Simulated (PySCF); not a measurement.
Isomers of C3H10GeSi.

All values: CAM-B3LYP/def2-SVPD (PySCF) at PBE0-D3(BJ)/def2-SVP geometries, gas phase, one conformer each. Core orbitals are frozen in the response; Δα² is half the sum of the squared differences of the principal polarisabilities. The calculation is non-relativistic, for germanium too.

Question: Rank by HOMO–LUMO gap, highest first.
A. `[CH2:1]=[CH:2][GeH2:3][CH2:4][SiH3:5]` with C1–C2–Ge3–C4 3°, C2–Ge3–C4–Si5 179°
B. `[CH2:1]=[C:2]([CH3:3])[GeH2:4][SiH3:5]` with C1–C2–Ge4–Si5 -115°
C. `[CH2:1]=[CH:2][Si@H:3]([CH3:4])[GeH3:5]` with C1–C2–Si3–C4 124°
D. `[CH2:1]=[CH:2][CH2:3][GeH2:4][SiH3:5]` with C1–C2–C3–Ge4 104°, C2–C3–Ge4–Si5 51°

Answer: A (10.01 eV), C (9.66 eV), B (9.44 eV), D (9.26 eV).

Question: Rank by mean static polarisability, highest first.
A. `[CH2:1]=[CH:2][CH2:3][GeH2:4][SiH3:5]` with C1–C2–C3–Ge4 104°, C2–C3–Ge4–Si5 51°
B. `[CH2:1]=[CH:2][Si@H:3]([CH3:4])[GeH3:5]` with C1–C2–Si3–C4 124°
C. `[CH2:1]=[CH:2][GeH2:3][CH2:4][SiH3:5]` with C1–C2–Ge3–C4 3°, C2–Ge3–C4–Si5 179°

Answer: A (15.09 Å³), B (14.64 Å³), C (14.22 Å³).

Question: Rank by HOMO energy, lowest first.
A. `[CH2:1]=[CH:2][GeH2:3][CH2:4][SiH3:5]` with C1–C2–Ge3–C4 3°, C2–Ge3–C4–Si5 179°
B. `[CH2:1]=[CH:2][Si@H:3]([CH3:4])[GeH3:5]` with C1–C2–Si3–C4 124°
C. `[CH2:1]=[C:2]([CH3:3])[GeH2:4][SiH3:5]` with C1–C2–Ge4–Si5 -115°
D. `[SiH3:1][GeH2:2][CH:3]1[CH2:4][CH2:5]1` with Si1–Ge2–C3–C4 -78°
E. `[CH2:1]=[CH:2][CH2:3][GeH2:4][SiH3:5]` with C1–C2–C3–Ge4 104°, C2–C3–Ge4–Si5 51°

Answer: A (-9.23 eV), B (-9.08 eV), D (-8.95 eV), C (-8.62 eV), E (-8.39 eV).

All values together:

| SMILES | μ (D) | HOMO (eV) | LUMO (eV) | α (Å³) | Δα (Å³) | ΔSCF removal energy (eV) |
| --- | --- | --- | --- | --- | --- | --- |
| C=C[CH2][GeH2][SiH3] | 0.46 | -8.39 | 0.88 | 15.09 | 4.70 | 9.10 |
| C=[CH][GeH2][CH2][SiH3] | 1.20 | -9.23 | 0.78 | 14.22 | 4.87 | 10.03 |
| C=[C](C)[GeH2][SiH3] | 0.60 | -8.62 | 0.82 | 14.99 | 4.44 | 9.28 |
| C=C[SiH2][CH2][GeH3] | 1.17 | -9.24 | 0.69 | 14.24 | 5.05 | 10.06 |
| [SiH3][GeH2][CH]1CC1 | 0.80 | -8.95 | 1.06 | 14.39 | 4.48 | 9.64 |
| C=C[Si@H](C)[GeH3] | 1.09 | -9.08 | 0.58 | 14.64 | 3.76 | 9.80 |

Conformers: `[CH2:1]=[CH:2][CH2:3][GeH2:4][SiH3:5]` with C1–C2–C3–Ge4 104°, C2–C3–Ge4–Si5 51°; `[CH2:1]=[CH:2][GeH2:3][CH2:4][SiH3:5]` with C1–C2–Ge3–C4 3°, C2–Ge3–C4–Si5 179°; `[CH2:1]=[C:2]([CH3:3])[GeH2:4][SiH3:5]` with C1–C2–Ge4–Si5 -115°; `[CH2:1]=[CH:2][SiH2:3][CH2:4][GeH3:5]` with C1–C2–Si3–C4 -3°, C2–Si3–C4–Ge5 -177°; `[SiH3:1][GeH2:2][CH:3]1[CH2:4][CH2:5]1` with Si1–Ge2–C3–C4 -78°; `[CH2:1]=[CH:2][Si@H:3]([CH3:4])[GeH3:5]` with C1–C2–Si3–C4 124°.

Question: By how much does the ΔSCF value exceed −ε(HOMO) over the species that have both?

Answer: By 0.66 to 0.81 eV, 0.73 eV on average, over 6 species.
